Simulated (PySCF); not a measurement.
**How methods differ on the fine-structure interval of Ga⁴⁺**

Ga⁴⁺ [Ar] 3d9 [3d3/2^4 3d5/2^5, M_J = 5/2] → Ga⁴⁺ [Ar] 3d9 [3d3/2^3 3d5/2^6, M_J = 3/2], as a difference of total energies. All numbers are calculated (PySCF 2.14, the two-component X2C-1e Hamiltonian, in x2c-SVPall-2c (5s6p3d, 38 functions)). Correlated levels: [Ne] frozen. "Screened" scales the spin-orbit matrix elements by Boettger's factors to mimic the two-electron term; Breit and QED terms are absent.

```csv
method,fine-structure interval (cm⁻¹)
GHF (screened spin-orbit),3905.6
GMP2 (screened spin-orbit),3812.8
GHF (bare spin-orbit),5726.7
```
